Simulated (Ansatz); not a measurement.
`O[CH2][SnH3]` → `[CH2]` (triplet) + `[OH][SnH3]` at 298.15 K and 1 bar (formal loss of a carbene).

Program: Ansatz. Geometries: PBE0-D4/def2-TZVP. ΔE: electronic, gas phase. CBS: MP2 limit from def2 TZ/QZ plus the TZ coupled-cluster correction, frozen cores. This one scheme is used for every species. Triplets are unrestricted, without spin–orbit coupling. def2 core potentials past Kr. For Sn outer-core shells are correlated without core-valence functions, which leaves a few kJ/mol of doubt a bond. One conformer a species, not always the lowest.

```
          species  CCSD(T)/CBS energy (Eh)  H − E (kJ/mol)  S (J/(mol·K))
   `O[CH2][SnH3]`               -330.81397           179.3          323.0
`[CH2]` (triplet)                -39.09499            55.4          195.3
     `[OH][SnH3]`               -291.59405           101.0          287.4
```

H − E and S are ideal-gas, rigid-rotor, harmonic terms from PBE0-D4/def2-TZVP, for one conformer and one mirror image of each species, with the whole ground term of open shells counted as degenerate. 1 Eh = 2625.50 kJ/mol, R = 8.31446 J/(mol·K).

Question: By hand: ΔE, ΔH, ΔS and ΔG.

Answer: ΔE = (-39.09499) + (-291.59405) − (-330.81397) = 0.12493 Eh = 328.0 kJ/mol. Δ(H − E) = 55.4 + 101.0 − 179.3 = -22.9, so ΔH = 305.1 kJ/mol. ΔS = 195.3 + 287.4 − 323.0 = 159.7 J/(mol·K). ΔG = 305.1 − 298.15 × (159.7)/1000 = 257.5 kJ/mol.

Question: By hand: the equilibrium constant, and the temperature at which ΔG would vanish if ΔH and ΔS stayed fixed.

Answer: log₁₀ K = −ΔG/(RT ln 10) = -45.1. ΔG = 0 at ΔH/ΔS = 1910 K.

The number of gas molecules changes by +1, which sets the sign of ΔS. A doubt of 5 kJ/mol in ΔE shifts log₁₀ K by 0.9 here. Other conformers and mirror images would add mixing entropy, several J/(mol·K) or more a flexible species. A triplet takes part, so the spin changes. These are equilibria of isolated gas molecules and say nothing of rates. Largest T1 diagnostic: 0.014 (customary marks: 0.02 for closed shells, 0.045 for open ones).
